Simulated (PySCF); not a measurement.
Z-matrix (Å, degrees):
```
Sn
Cl 1 2.3607
Cl 1 2.3607 2 107.62
Cl 1 2.3608 2 107.61 3 -115.72
```
Charge 0, spin multiplicity 2.

Question: What total energy, dipole moment and highest occupied spin orbital does PBE-D3(BJ)/def2-TZVP // B3LYP-D3(BJ)/def2-TZVP (PySCF 2.14.0) give?

Answer: 
* **total energy**: -1594.5093 Ha
* **dipole moment**: 1.93 D
* **highest occupied spin orbital**: -6.71 eV
